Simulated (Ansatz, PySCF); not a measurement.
Gas-phase reaction in SMILES: NB(N)N + 2 B (BH3) → 3 BN (BNH4)
Structures are relaxed separately at B3LYP-D3(BJ)/def2-TZVP in Ansatz (a quantum-chemistry and plane-wave program), one conformer each, not searched for the lowest.

Property: bond separation energy (electronic energy difference), in kJ/mol. Cores are frozen in the correlated levels unless marked. No spin-orbit coupling. No relativistic terms. CBS marks a two-point X^-3 extrapolation of the correlation energy; Hartree-Fock from the larger set. The bracket is a focal-point correction in the basis named.

```tsv
level	program	bond separation energy (kJ/mol)
PBE0-D3(BJ)/def2-TZVPD	Ansatz + dftd3	-159.4
PBE0/def2-TZVPD	Ansatz	-161.9
TPSSh-D3(BJ)/def2-TZVPD	PySCF + dftd3	[?]
r2SCAN0-D4/def2-TZVPD	Ansatz + dftd4	-151.5
M06-2X/def2-TZVPD	PySCF	[?]
CAM-B3LYP-D4/def2-TZVPD	Ansatz + dftd4	-154.8
wB97M-V/def2-TZVPD	Ansatz	-154.2
SCS-MP2/cc-pwCVTZ	Ansatz	-154.7
RI-MP2/CBS(aug-cc-pVTZ,aug-cc-pVQZ)+[CCSD(T)-MP2]/aug-cc-pVTZ	Ansatz	-151.1
```

Question: Fill in the missing entries.

Answer: 
- TPSSh-D3(BJ)/def2-TZVPD, bond separation energy (kJ/mol): -163.4
- M06-2X/def2-TZVPD, bond separation energy (kJ/mol): -147.4
